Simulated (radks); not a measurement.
Charge is removed step by step from the 4p (averaged over the sub-levels emptied) level of the rhodium ion Rh2+, starting from [Kr] 4d7. Calculated with a radial shooting solver on a logarithmic mesh with Libxc functionals: Dirac Kohn-Sham, BLYP, spin-unpolarised, spherical densities, point nucleus; open shells are shared between the two j in proportion to 2j + 1.

| removed (e) | E - E(0) (eV) | eigenvalue (eV) | E minus straight line (eV) |
|---|---|---|---|
| 0 | 0.000 | -71.180 | 0.000 |
| 0.1 | 7.196 | -72.736 | -0.722 |
| 0.2 | 14.548 | -74.308 | -1.289 |
| 0.3 | 22.058 | -75.896 | -1.697 |
| 0.4 | 29.727 | -77.500 | -1.945 |
| 0.5 | 37.558 | -79.120 | -2.032 |
| 0.6 | 45.552 | -80.754 | -1.957 |
| 0.7 | 53.710 | -82.403 | -1.717 |
| 0.8 | 62.033 | -84.065 | -1.312 |
| 0.9 | 70.523 | -85.741 | -0.740 |
| 1 | 79.181 | -87.430 | 0.000 |

Removing the whole electron costs 79.181 eV by Delta-SCF, against 71.180 eV from minus the eigenvalue at the starting occupation. Slater's transition state (half an electron removed) gives 79.120 eV. Integrating minus the eigenvalue over the occupation (Janak's theorem) gives 79.181 eV. The mean slope of the eigenvalue, de/dn, is 16.2 eV per electron.
